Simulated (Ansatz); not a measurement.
## Multireference treatment of ScH, singlet

Computed with Ansatz's Gaussian-basis code (development build). Basis def2-SVP, nonrelativistic, 9 orbitals frozen in the corrections. State-specific CASSCF; RHF is the lowest restricted (open-shell) Hartree–Fock solution met. Letters tell apart solutions met in one space. A minimal or small basis: far from the basis limit. No symmetry is imposed, so a solution can break that of the shape. Lower solutions, or ones in other orbitals, may exist.

Geometry: bond length 1.9170 Å.

CASSCF less RHF, in eV, and natural occupations:

| CAS | CASSCF | occupations |
| --- | --- | --- |
| (4,7) a | -1.629 | 1.94, 1.79, 0.13, 0.06, 0.06, 0.02, 0.01 |
| (4,7) b | -1.581 | 1.94, 1.79, 0.13, 0.06, 0.06, 0.02, 0.00 |

Problem. What totals less RHF do the corrections give on each solution?

Solution. 

```json
{"CAS": "(4,7) a", "SC-NEVPT2": "-1.919"}
{"CAS": "(4,7) b", "SC-NEVPT2": "-1.899"}
```

Problem. In CAS(4,7), is the solution lowest in CASSCF also lowest after SC-NEVPT2?

Solution. Yes: (4,7) a stays lowest, 0.02 eV under the next.
